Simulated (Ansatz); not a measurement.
A run for Ansatz (an electronic-structure program): U-CCSD(T)/cc-pV(Q+d)Z on OS (SMILES O=S), 2S+1 = 1, a spin state set in the input, which need not be the lowest, at the other state's geometry. Files ending in .json are basis or fitting sets from the Basis Set Exchange.

Ansatz 0.2 input:
```yaml
crystal:
  periodic: [false, false, false]
  atoms:
    - {symbol: O, position_ang: [-0.00000000, -0.00000000, -0.99326975]}
    - {symbol: S, position_ang: [0.00000000, 0.00000000, 0.49663487]}
basis:
  gaussian:
    orbitals: cc-pV_Q+d_Z.json
correlation: {method: ccsd_t, electrons: outside_noble_gas}
scf: {omitted_lower_state_checks: [cluster_reference]}
magnetization: {spin_polarized: true, initial_magnetization: 0}
```

It printed:

```
WARN ansatz: RAYON_NUM_THREADS=1 ignored (pool sized by the plan → 1); use --threads N
Functional definition: HF
these checks for a lower state are left out or cut short: cluster_reference
integrals: 0.29 GiB planned
733 factors; integrals over basis functions are off by at most 1.5e-3 eV
mean field: 0.32 GiB planned
mean field evaluation 1: about -12851.2443 eV, gradient 2.2e1 eV
mean field evaluation 2: about -12851.3370 eV, gradient 2.2e1 eV
mean field evaluation 4: about -12853.2624 eV, gradient 2.0e0 eV
mean field evaluation 8: about -12853.3009 eV, gradient 3.0e-1 eV
mean field evaluation 16: about -12853.3030 eV, gradient 2.8e-6 eV
mean field evaluation 32: about -12853.5970 eV, gradient 6.5e-1 eV
mean field evaluation 64: about -12854.6812 eV, gradient 3.2e-1 eV
mean field evaluation 96: about -12853.3028 eV, gradient 2.6e-1 eV
mean field evaluation 128: about -12854.6269 eV, gradient 6.7e-1 eV
mean field evaluation 160: about -12854.6870 eV, gradient 2.2e-6 eV
mean field -12854.68695902 eV, -472.4010325242 hartree, gradient 2.2e-6 eV, S^2 1.050721; 12 other end points of the search recorded, 0 dependent functions left out
6 core orbitals not correlated
reference -12854.68695902 eV, -472.4010325242 hartree; 6, 6 occupied and 107, 107 virtual orbitals, 733 factors
second order -11.15622714 eV of doubles, -0.00000000 eV of singles
coupled cluster: 0.70 GiB planned
cycle   1  -10.90170901 eV  change    2.5e-1 eV  update   1.0e-1
cycle   2  -11.30791416 eV  change   -4.1e-1 eV  update   3.6e-2
cycle   3  -11.42128653 eV  change   -1.1e-1 eV  update   1.9e-2
cycle   4  -11.41487662 eV  change    6.4e-3 eV  update   6.9e-3
cycle   5  -11.41743229 eV  change   -2.6e-3 eV  update   4.8e-3
cycle   6  -11.41950828 eV  change   -2.1e-3 eV  update   2.7e-3
cycle   7  -11.42080912 eV  change   -1.3e-3 eV  update   1.2e-3
cycle   8  -11.42136493 eV  change   -5.6e-4 eV  update   5.8e-4
cycle   9  -11.42122930 eV  change    1.4e-4 eV  update   2.4e-4
cycle  10  -11.42118491 eV  change    4.4e-5 eV  update   8.3e-5
cycle  11  -11.42125555 eV  change   -7.1e-5 eV  update   2.4e-5
cycle  12  -11.42123547 eV  change    2.0e-5 eV  update   1.0e-5
cycle  13  -11.42125214 eV  change   -1.7e-5 eV  update   4.2e-6
cycle  14  -11.42124995 eV  change    2.2e-6 eV  update   1.9e-6
coupled cluster: 0.70 GiB planned
perturbative correction -0.62113204 eV, -0.0228261814 hartree
WARN: the results are in doubt because among natural orbitals full CI differs from the method by +0.642 eV
Total energy: -12866.72934101 eV, -472.8435818997 hartree
In doubt: among natural orbitals full CI differs from the method by +0.642 eV
Checks for a lower state left out: cluster_reference
```

The calculation finished and met its thresholds. Its determinant has ⟨S²⟩ = 1.05, a mixture of spin states.

Warnings raised: large difference.

Cost: about 17 core-seconds (a rough figure).
